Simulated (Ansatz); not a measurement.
The inner images of a band of BrGeH3 + FH (7 atoms, charge 0, multiplicity 1) are given out of order.

These are results of RKS B3LYP/def2-SVP in Ansatz 0.2.0, not measurements.

First end point:

```xyz
7
Properties=species:S:1:pos:R:3
Ge -0.892 0.210 -0.246
Br 0.109 0.406 1.887
H -0.803 -1.267 -0.641
H -2.346 0.668 -0.048
H -0.118 1.144 -1.182
H 1.903 -0.444 0.545
F 2.148 -0.716 -0.315
```

Last end point:

```xyz
7
Properties=species:S:1:pos:R:3
Ge -0.737 -0.130 -0.872
Br 1.815 0.866 2.603
H -1.056 -1.144 -1.981
H -1.860 -0.008 0.169
H -0.266 1.225 -1.418
H 1.453 0.006 1.507
F 0.652 -0.816 -0.009
```

Question: Put them in order from the first end to the last, with their energies above the first end.
A.
```xyz
7
Properties=species:S:1:pos:R:3
Ge -0.553 -0.085 -0.633
Br 0.991 1.037 1.993
H -0.889 -1.080 -1.735
H -1.658 -0.001 0.434
H -0.095 1.288 -1.148
H 1.304 -0.148 1.148
F 0.901 -1.012 -0.058
```
B.
```xyz
7
Properties=species:S:1:pos:R:3
Ge -0.871 0.312 -0.292
Br 0.259 0.711 1.748
H -0.472 -1.078 -0.789
H -2.362 0.400 0.067
H -0.429 1.435 -1.239
H 1.818 -0.669 0.647
F 2.057 -1.111 -0.141
```
C.
```xyz
7
Properties=species:S:1:pos:R:3
Ge -0.637 -0.141 -0.784
Br 1.377 1.022 2.357
H -1.095 -1.039 -1.942
H -1.666 -0.055 0.352
H -0.127 1.230 -1.251
H 1.374 -0.035 1.377
F 0.773 -0.982 -0.109
```
D.
```xyz
7
Properties=species:S:1:pos:R:3
Ge -0.709 0.258 -0.361
Br 0.496 0.980 1.637
H -0.460 -1.022 -1.178
H -2.083 0.147 0.300
H -0.419 1.477 -1.240
H 1.573 -0.614 0.780
F 1.603 -1.225 0.061
```
E.
```xyz
7
Properties=species:S:1:pos:R:3
Ge -0.558 0.061 -0.480
Br 0.723 1.085 1.799
H -0.665 -1.093 -1.501
H -1.809 0.045 0.403
H -0.152 1.353 -1.191
H 1.329 -0.415 0.888
F 1.132 -1.036 0.083
```

Answer: B (+0.04 eV), D (+0.44 eV), E (+1.08 eV), A (+0.39 eV), C (+0.09 eV).

Run time: 3.2 min on 2 threads of Arm Neoverse V1, with other jobs on the host, peak memory 0.23 GiB.
